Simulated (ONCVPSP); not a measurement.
# Potentials for zinc (Zn) compared

Generated with ld1.x 7.5 (TM, RRKJ, ultrasoft, PAW), atompaw 4.2 or ONCVPSP 4.0.1. The cutoff is in Ry: for ld1.x and atompaw files where the sum of valence levels is converged to 10 mRy in a Bessel basis, for ONCV files where the hardest occupied wave has 1 mHa per electron of residual kinetic energy. The error is the largest all-electron minus pseudo excitation energy over each file’s own four to seven test configurations (ionisations up to +4, promotions, holes and added fractions of an electron), all of which were solved. The labels leave out finer settings (local radius, basis sizes, second energies), which also bear on the numbers. Spin-polarised tests are not counted. The rows are a selection from randomly drawn settings: files with unsolved tests, undetermined cutoffs or missed reference levels are left out.

A true bound ghost makes a file unfit for plane-wave use even where its test errors are small: the radial tests pick states by their node count and pass the ghost by.

| potential | cutoff (Ry) | largest error (meV) | bound ghosts |
| --- | --- | --- | --- |
| ONCV, PW91, scalar-relativistic, rc 1.20/1.05/1.10/1.30 (spdf), local smoothed, core correction no, reference 3s2 3p6 3d10 4s0.5, qcut 12.4/16.2/12.9/9.1, projectors 2/2/2/2 | 141 | +4.6 | none |
| ONCV, PBEsol, scalar-relativistic, rc 2.20/2.25/1.50 (spd), local d, core correction no, reference 3d10 4s2, qcut 3/3.7/12.7, projectors 3/1/0 | 111 | -96 | p |
| ONCV, PBE, scalar-relativistic, rc 1.15/0.80/1.45 (spd), local smoothed, core correction yes, reference 3s2 3p6 3d10 4s2, qcut 12.5/21.9/8.8, projectors 2/2/1 | 229 | -903 | none |
| ONCV, revPBE, scalar-relativistic, rc 1.10/0.80/1.35 (spd), local smoothed, core correction yes, reference 3s2 3p6 3d10 4s2, qcut 10.2/15.6/12.4, projectors 2/2/2 | 179 | -354 | none |
| ONCV, PBEsol, fully relativistic, rc 1.25/1.00/1.35 (spd), local smoothed, core correction no, reference 3s2 3p6 3d10 4s2, qcut 8.7/13.3/10, projectors 2/3/1 | 106 | +38 | none |
| ONCV, revPBE, scalar-relativistic, rc 0.95/0.90/1.40 (spd), local smoothed, core correction yes, reference 3s2 3p6 3d10 4s2, qcut 13.1/19/8.8, projectors 2/1/2 | 307 | -446 | none |
| ONCV, BLYP, scalar-relativistic, rc 1.10/0.40/1.10 (spd), local smoothed, core correction yes, reference 3s2 3p6 3d10 4s2, qcut 11.3/20.7/16.1, projectors 3/1/2 | 3546 | +56 | none |
| ONCV, PBE, fully relativistic, rc 1.30/0.85/0.85 (spd), local smoothed, core correction yes, reference 3s2 3p6 3d10 4s2, qcut 10.6/19.8/21.9, projectors 3/2/2 | 301 | +4.1 | none |

Problem. Fill in the row for Zn: ONCV, PBE, scalar-relativistic, rc 1.05/1.05/0.90 (spd), local smoothed, core correction yes, reference 3s2 3p6 3d9, qcut 14.7/10.7/13.9, projectors 3/2/2.

Solution. cutoff 191 Ry, largest error +10 meV, bound ghosts: none.
